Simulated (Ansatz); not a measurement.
Job for Ansatz (a program for electronic structure): U-B3LYP/def2-TZVPP on ClFSn (SMILES [F][Sn][Cl]), a point of a bond scan (R = 1.951 Å). Elements past Kr take the def2 small-core potentials; no spin–orbit coupling.

Ansatz 0.2 input:
```yaml
crystal:
  periodic: [false, false, false]
  atoms:
    - {symbol: Sn, position_ang: [0.19089247, 0.14887198, 0.49762971]}
    - {symbol: F, position_ang: [0.90724800, 1.42280871, -0.79532508]}
    - {symbol: Cl, position_ang: [-1.04175619, -1.19111043, -1.04256235]}
basis:
  gaussian:
    orbitals: def2-TZVPP
hamiltonian:
  xc: {name: B3LYP}
magnetization: {spin_polarized: true, initial_magnetization: 0}
```

The head of its log:

```
WARN ansatz: RAYON_NUM_THREADS=1 ignored (pool sized by the plan → 1); use --threads N
Functional definition: B3LYP
integrals: 0.04 GiB planned
901 factors; their error is unknown
mean field: 0.56 GiB planned
mean field evaluation 1: about -21074.0633 eV, gradient 3.3e1 eV
mean field evaluation 2: about -21035.8753 eV, gradient 1.1e2 eV
```

Task: Give the final energy of this run.

Result: -774.5994 hartree.
